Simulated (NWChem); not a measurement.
A series in which one site is exchanged, each optimised at PBE0/def2-SVP with NWChem, gas phase unless a solvent is named. For some, no frequency run checked for a minimum. def2 effective core potentials on I; no spin-orbit coupling.

A: [Be]([Cl])[I] (BeICl; site = I)
B: [Cl][Be][Cl] (BeCl$_{2}$; site = Cl)
C: [BeH][Cl] (BeHCl; site = H)
D: [F][Be][Cl] (BeClF; site = F)

| quantity | A | B | C | D |
|---|---|---|---|---|
| dipole (D), PBE0/def2-SVP | 0.39 | 0.00 | 0.48 | … |
| orbital gap (eV), PBE0/def2-SVP | 7.58 | 9.14 | 9.09 | … |
| static polarisability, PBE0/def2-SVPD (bohr³) | 63.1 | 41.0 | 30.5 | … |

Question: Fill in the missing entries.

Answer: 
- dipole (D), PBE0/def2-SVP, D: 0.24
- orbital gap (eV), PBE0/def2-SVP, D: 9.24
- static polarisability, PBE0/def2-SVPD (bohr³), D: 26.7
